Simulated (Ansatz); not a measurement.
Cartesian coordinates in Å:
```
Si 0.425 -0.120 1.834
C -0.950 0.310 0.624
S -1.081 -0.959 -0.687
Si 0.268 -0.167 -2.128
H 1.723 -0.189 1.117
H 0.129 -1.435 2.455
H 0.514 0.917 2.899
H -0.822 1.301 0.182
H -1.915 0.316 1.134
H 0.193 -1.084 -3.290
H -0.149 1.207 -2.518
H 1.664 -0.098 -1.622
```

The species carries charge 0 and has multiplicity 1.

(1) List the ωB97M-V/def2-TZVPP orbital energies in eV (Ansatz). (Best estimate.)

## Answers

(1) Computed: Occupied: -2426.76, -1807.44, -1806.93, -282.30, -220.73, -163.85, -163.76, -163.65, -148.48, -148.03, -102.62, -102.58, -102.57, -102.13, -102.13, -102.13, -24.63, -20.88, -17.73, -17.35, -15.03, -13.76, -12.82, -12.34, -12.03, -11.91, -11.67, -10.93, -9.04. Lowest empty: 1.55, 2.03, 2.56, 2.86, 2.92, 2.99, 3.47, 3.68.
